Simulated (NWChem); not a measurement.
# C$_{3}$H$_{4}$BrCl; SMILES C1CC1(Br)Cl

```xyz
9

Cl     1.1111    -1.6160     0.0000
C     -0.2784    -0.5426     0.0000
Br     0.2028     1.3144     0.0000
C     -1.4952    -0.9566    -0.7549
C     -1.4952    -0.9566     0.7549
H     -2.0548    -0.1768    -1.2773
H     -1.4471    -1.9197    -1.2698
H     -2.0548    -0.1768     1.2773
H     -1.4471    -1.9197     1.2698
```
Atoms are numbered in this order, from 1.

Computed with NWChem. Geometry optimised at PBE0/def2-SVP; all other runs use it. This build's default masses of Se (78.918 u) and Br (79.917 u) are each other's, which moves their modes by up to 0.6 %.

```csv
quantity,level,value
solvation free energy (kcal/mol) in n-hexane,"PBE0/def2-SVP, SMD",-5.4
−ε(HOMO) (eV),PBE/def2-SVP,6.28
"isotropic polarisability (bohr³), static",PBE0/def2-SVPD,69.7
"vertical, lowest excitation, singlet (eV)","PBE0/def2-SVPD, TDA",5.60
dipole (D),PBE0/def2-SVP,1.99
highest harmonic frequency (cm⁻¹),PBE0/def2-SVP,3268
```
